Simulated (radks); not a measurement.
Q: The table gives one normalised radial function P(r) = r R(r) (large component) of Sb6+ in [Kr] 4d9 (r in bohr). Method: Dirac Kohn-Sham, BLYP, spin-unpolarised, spherical densities, finite nucleus; open shells fill j = l - 1/2 first; Fermi nuclear charge, rms radius 4.6802 fm; computed with a radial shooting solver on a logarithmic mesh with Libxc functionals.

r,P
0.004042,0.0107
0.004593,0.0136
0.005221,0.0172
0.005981,0.0221
0.006798,0.0278
0.007726,0.0349
0.008781,0.0437
0.009981,0.0545
0.01134,0.0676
0.01289,0.0835
0.01465,0.1026
0.01665,0.1253
0.01908,0.1535
0.02169,0.1843
0.02465,0.2192
0.02801,0.2576
0.03184,0.2988
0.03618,0.3412
0.04113,0.3825
0.04674,0.4195
0.05312,0.4479
0.06086,0.4629
0.06917,0.4564
0.07862,0.4238
0.08936,0.3599
0.1016,0.2613
0.1154,0.1282
0.1312,-0.0343
0.1491,-0.2151
0.1695,-0.3965
0.1942,-0.5637
0.2207,-0.6689
0.2508,-0.6975
0.285,-0.6305
0.324,-0.4609
0.3682,-0.1981
0.4185,0.1310
0.4756,0.4849
0.5406,0.8142
0.6193,1.0845
0.7039,1.2272
0.8,1.2476
0.9093,1.1566
1.033,0.9846
1.175,0.7714
1.335,0.5552
1.517,0.3654
1.724,0.2184
1.976,0.1125
2.245,0.0534
2.552,0.0222
2.9,0.0079
3.297,0.0024

Which n and l does it have? It may be an empty orbital.

A: n = 4, l = 1: the number of nodes gives n - l - 1 = 2, the rise at small r points to l (this Dirac orbital starts outside the nucleus as r^gamma with gamma = sqrt((l + 1)^2 - (Z/c)^2) = 1.97; the j = 3/2 orbital of l + 1 starts with the same power, but with a smaller coefficient, and then steepens), and the extent must fit the shell. The curve is that of 4p3/2; the two j differ most near the nucleus, where j = l - 1/2 has the larger amplitude, and in heavy atoms j = l - 1/2 is also the more compact. 4p3/2: eigenvalue -176.99 eV, 2 radial nodes at r = 0.128, 0.399 bohr, <r> = 0.849 bohr, 90 % of the charge inside 1.24 bohr.
